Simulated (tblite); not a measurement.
Compound: C6H6BrN3.
Bonds: C1–C2 (double), C2–C3, C3–N4 (aromatic), N4–N5 (aromatic), N5–N6 (aromatic), N6–C7 (aromatic), C7–C8, C7–C9 (aromatic), C9–Br10, C3–C9 (aromatic). Hydrogens: H11, H12 on C1; H13 on C2; H14, H15, H16 on C8.

Computed with GFN2-xTB (tblite), gas phase: L-BFGS steps from a force-field or distance-geometry start until the largest atomic force falls under 0.01 eV/Å.

Step 6: E = -780.3628 eV
```
atom  x, y, z in Å  |  force x, y, z in eV/Å
C1     -3.3032    0.0209    0.1531   -0.005  -0.013   0.001
C2     -2.1434   -0.3075   -0.4074    0.021   0.012  -0.026
C3     -0.8509    0.0708    0.1362    0.097  -0.024   0.013
N4     -0.8335    0.7881    1.2698    0.043   0.013   0.001
N5      0.2615    1.1558    1.8144   -0.045   0.057   0.104
N6      1.4197    0.8742    1.3299   -0.069  -0.005  -0.023
C7      1.5418    0.1687    0.2071   -0.045   0.015   0.008
C8      2.9219   -0.1039   -0.2742   -0.021  -0.010  -0.016
C9      0.3822   -0.2679   -0.4406   -0.016   0.019   0.027
Br10    0.5160   -1.2884   -2.0487   -0.006  -0.010  -0.021
H11    -4.2322   -0.2865   -0.2976    0.001   0.027   0.045
H12    -3.3563    0.5939    1.0646    0.083  -0.025  -0.053
H13    -2.1247   -0.8840   -1.3217    0.053  -0.018  -0.026
H14     3.0627    0.3090   -1.2732   -0.020  -0.003   0.005
H15     3.0915   -1.1788   -0.3333    0.004   0.000   0.001
H16     3.6394    0.3446    0.4102   -0.074  -0.036  -0.041
```

Step 7: E = -780.3640 eV
```
atom  x, y, z in Å  |  force x, y, z in eV/Å
C1     -3.3026    0.0207    0.1532    0.036  -0.026  -0.025
C2     -2.1424   -0.3083   -0.4081   -0.002   0.020  -0.014
C3     -0.8507    0.0708    0.1370    0.062  -0.019   0.006
N4     -0.8345    0.7881    1.2704    0.026   0.011   0.005
N5      0.2600    1.1568    1.8156   -0.032   0.040   0.070
N6      1.4172    0.8742    1.3291   -0.034   0.009   0.007
C7      1.5402    0.1682    0.2071   -0.030   0.022   0.009
C8      2.9207   -0.1045   -0.2740   -0.032  -0.010  -0.021
C9      0.3812   -0.2673   -0.4415   -0.006   0.021   0.052
Br10    0.5160   -1.2873   -2.0469   -0.007  -0.028  -0.052
H11    -4.2327   -0.2859   -0.2964    0.013   0.033   0.053
H12    -3.3510    0.5947    1.0650    0.071  -0.037  -0.067
H13    -2.1179   -0.8844   -1.3233    0.021  -0.007  -0.004
H14     3.0611    0.3074   -1.2736   -0.019   0.008   0.010
H15     3.0907   -1.1796   -0.3356    0.003   0.010   0.018
H16     3.6372    0.3454    0.4106   -0.071  -0.048  -0.047
```

Step 8: E = -780.3653 eV
```
atom  x, y, z in Å  |  force x, y, z in eV/Å
C1     -3.3011    0.0200    0.1527    0.070  -0.031  -0.044
C2     -2.1409   -0.3089   -0.4094   -0.001   0.016  -0.009
C3     -0.8498    0.0706    0.1383   -0.005   0.000   0.005
N4     -0.8353    0.7885    1.2715   -0.014   0.005   0.010
N5      0.2576    1.1585    1.8180   -0.004   0.005   0.006
N6      1.4137    0.8745    1.3288    0.020   0.028   0.044
C7      1.5379    0.1681    0.2073   -0.005   0.031   0.021
C8      2.9184   -0.1054   -0.2743   -0.047  -0.007  -0.021
C9      0.3801   -0.2666   -0.4419    0.006   0.004   0.049
Br10    0.5158   -1.2866   -2.0458   -0.007  -0.036  -0.068
H11    -4.2331   -0.2845   -0.2940    0.017   0.030   0.048
H12    -3.3433    0.5949    1.0640    0.055  -0.036  -0.060
H13    -2.1095   -0.8849   -1.3252   -0.012   0.004   0.017
H14     3.0588    0.3058   -1.2739   -0.021   0.020   0.005
H15     3.0898   -1.1803   -0.3379   -0.005   0.012   0.033
H16     3.6332    0.3455    0.4103   -0.046  -0.045  -0.036
```

Step 9: E = -780.3664 eV
```
atom  x, y, z in Å  |  force x, y, z in eV/Å
C1     -3.2989    0.0189    0.1517    0.070  -0.023  -0.043
C2     -2.1392   -0.3091   -0.4108    0.013   0.002  -0.010
C3     -0.8491    0.0704    0.1395   -0.047   0.015   0.002
N4     -0.8360    0.7889    1.2725   -0.034   0.002   0.014
N5      0.2557    1.1600    1.8202    0.012  -0.021  -0.041
N6      1.4113    0.8753    1.3294    0.049   0.036   0.059
C7      1.5360    0.1687    0.2080    0.009   0.026   0.025
C8      2.9157   -0.1063   -0.2749   -0.047  -0.001  -0.015
C9      0.3794   -0.2661   -0.4414    0.012  -0.013   0.030
Br10    0.5154   -1.2868   -2.0462   -0.007  -0.027  -0.055
H11    -4.2332   -0.2829   -0.2911    0.013   0.020   0.033
H12    -3.3362    0.5943    1.0621    0.044  -0.024  -0.034
H13    -2.1034   -0.8853   -1.3264   -0.029   0.005   0.018
H14     3.0566    0.3049   -1.2741   -0.026   0.026  -0.004
H15     3.0890   -1.1806   -0.3390   -0.018   0.007   0.037
H16     3.6292    0.3446    0.4093   -0.014  -0.031  -0.016
```

Problem. Estimate the geometry and energy of step 10. (The exact step hangs on the optimiser's Hessian estimate; all steps are aligned on step 9, rigid shifts and turns removed.)

Solution. E = -780.3673 eV, largest force 0.071 eV/Å
```
atom  x, y, z in Å  |  force x, y, z in eV/Å
C1     -3.2960    0.0175    0.1501    0.042  -0.005  -0.025
C2     -2.1370   -0.3094   -0.4125    0.022  -0.014  -0.014
C3     -0.8489    0.0704    0.1407   -0.052   0.022  -0.004
N4     -0.8372    0.7893    1.2736   -0.033  -0.004   0.009
N5      0.2541    1.1612    1.8218    0.020  -0.029  -0.053
N6      1.4098    0.8768    1.3310    0.050   0.027   0.043
C7      1.5343    0.1699    0.2092    0.015   0.013   0.024
C8      2.9122   -0.1071   -0.2759   -0.028   0.007  -0.005
C9      0.3789   -0.2658   -0.4403    0.010  -0.023   0.009
Br10    0.5150   -1.2875   -2.0478   -0.006  -0.006  -0.020
H11    -4.2329   -0.2809   -0.2878    0.006   0.005   0.010
H12    -3.3288    0.5931    1.0595    0.034  -0.005   0.000
H13    -2.0985   -0.8856   -1.3272   -0.035  -0.004   0.000
H14     3.0541    0.3048   -1.2744   -0.032   0.026  -0.012
H15     3.0879   -1.1808   -0.3391   -0.034  -0.001   0.032
H16     3.6252    0.3430    0.4079    0.020  -0.010   0.006
```

The energy changes by -0.0009 eV. The first-order estimate −F·Δx gives -0.0014 eV and the mean of the old and new forces, exact on a quadratic surface, -0.0009 eV. The step makes an angle of 61° with the force vector and moves no atom by more than 0.008 Å.

What follows is the cost of the whole relaxation. Hardware: an Arm Neoverse V1 with one thread, on a shared host. Cost: 0.2 s of wall time.
